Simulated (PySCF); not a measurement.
## Radial density of Xe³⁺ (xenon, charge +3)

UHF, [Kr] 4d10 5s2 5p3, high-spin 4S determinant. Computed with PySCF 2.14 in def2-QZVPPD with the def2 core potential (28 electrons), with a scalar-relativistic core potential. This is the valence pseudo-density: the core potential removes the inner electrons and smooths the orbitals near the nucleus.

```
r (bohr)  4πr²ρ (e/bohr)  4πr²(ρα − ρβ)
 0.00117       1.760e-05         0.0000
 0.00197       4.903e-05         0.0000
 0.00331       0.0001330         0.0000
 0.00556       0.0003398         0.0000
 0.00935       0.0007851         0.0000
  0.0157        0.001627         0.0000
  0.0265        0.002765         0.0000
  0.0445        0.003802         0.0000
  0.0749        0.006137         0.0001
   0.126         0.03211         0.0007
   0.212          0.3541         0.0063
   0.356           4.924         0.1094
   0.599           26.89         0.4501
    1.01           15.80         0.0505
    1.70           4.555         2.0547
    2.85          0.8997         0.6568
    4.80        0.009610         0.0084
```

Energies and moments cover only the electrons outside the core potential.
